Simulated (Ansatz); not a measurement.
Cost and result for the atomization energy of CH$_{4}$BClOSi (`Cl[SiH]1BCO1`) (9 atoms, 9 bonds).

```csv
atom,x (Å),y (Å),z (Å)
Cl1,2.511,0.442,-1.259
Si2,0.468,0.216,-1.133
B3,-0.165,-1.091,0.254
C4,-0.577,0.247,0.968
O5,-0.222,1.253,-0.025
H6,-0.042,0.416,-2.512
H7,-0.282,-2.223,0.597
H8,-1.649,0.308,1.200
H9,-0.042,0.433,1.910
```

The species carries charge 0 and has multiplicity 1. All single points use the PBE0-D4/def2-TZVP geometry. Program: Ansatz. All runs use 4 threads of an Arm Neoverse V1 on a shared host. Times are those of one run each, without the atoms' runs, and a repeat can differ threefold. Electronic energies, without spin–orbit coupling; frozen cores. CCSD(T)/CBS adds CCSD(T) − MP2 in def2-TZVPP to the MP2 limit, and its time is that of the two runs behind it. T1 = 0.012. B3LYP takes the VWN-RPA correlation (the form of Gaussian; ORCA's B3LYP/G).

CCSD(T)/CBS is a level of theory with its own doubt, some kJ/mol a heavy atom from the limit and from the frozen cores, so smaller differences don't rank the functionals.

```json
{"level": "PBE-D4/def2-TZVPP (with forces)", "functions": "233", "wall time": "2.4 s"}
{"level": "PBE0-D4/def2-TZVPP", "functions": "233", "wall time": "2.8 s"}
{"level": "B3LYP-D4/def2-TZVPP (with forces)", "functions": "233", "wall time": "4.1 s"}
{"level": "r2SCAN-D4/def2-TZVPP (with forces)", "functions": "233", "wall time": "4.6 s"}
{"level": "B2PLYP/def2-TZVPP", "functions": "233", "wall time": "4.9 s"}
{"level": "ωB97X-V/def2-TZVPP", "functions": "233", "wall time": "7.5 s"}
{"level": "ωB97M-V/def2-TZVPP (with forces)", "functions": "233", "wall time": "11 s"}
{"level": "MP2/def2-QZVPP", "functions": "431", "wall time": "17 s"}
{"level": "CCSD(T)/def2-TZVPP", "functions": "233", "wall time": "88 s"}
{"level": "CCSD(T)/CBS(def2)", "functions": "–", "wall time": "100 s"}
```

Q: What atomization energy does each give, and how far from CCSD(T)/CBS? (Best estimate.)

A: The calculation gave: 
```tsv
level	atomization (kcal/mol)	difference from CCSD(T)/CBS	per bond
PBE-D4/def2-TZVPP (with forces)	805.1	18.2	2.0
PBE0-D4/def2-TZVPP	791.8	4.9	0.5
B3LYP-D4/def2-TZVPP (with forces)	785.3	-1.6	-0.2
r2SCAN-D4/def2-TZVPP (with forces)	794.8	7.9	0.9
B2PLYP/def2-TZVPP	778.2	-8.7	-1.0
ωB97X-V/def2-TZVPP	793.7	6.8	0.8
ωB97M-V/def2-TZVPP (with forces)	793.2	6.3	0.7
MP2/def2-QZVPP	798.0	11.1	1.2
CCSD(T)/def2-TZVPP	764.1	-22.8	-2.5
CCSD(T)/CBS(def2)	786.9	0.0	0.0
```

From PBE to PBE0 (25 % exact exchange), in def2-TZVPP and without D4, the atomization energy moves by −12.5 kcal/mol: exact exchange takes away binding that semilocal exchange gives to molecules. In def2-TZVPP, CCSD(T) changes the Hartree–Fock value by +185.4 kcal/mol (the triples alone add +12.9 kcal/mol) and MP2 by +205.8 kcal/mol; breaking electron pairs costs correlation energy, which Hartree–Fock lacks. The D4 term adds +8.2 kcal/mol with B3LYP and +4.3 kcal/mol with PBE0; it sums over pairs of atoms, weighted by their polarisabilities, and B3LYP, whose exchange is more repulsive, gets the larger term.
